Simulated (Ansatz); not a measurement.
**Question.** Name a neutral molecule of C, Cl, O, S, Sn and H with size of the dipole moment (B3LYP/def2-TZVPP) between 1.30 and 1.60 D and size of the dipole moment (PBE/def2-TZVPP) between 1.50 and 1.80 D (Ansatz, PBE0-D4/def2-TZVP geometry).

**Answer.** `C[O][Sn]([SH])([Cl])[Cl]` (1.59 D, 1.65 D). Other molecules can fit too; these were computed, each in one conformer that needn't be the lowest.

B3LYP here is the variant with VWN-RPA as its local correlation; programs differ in this.
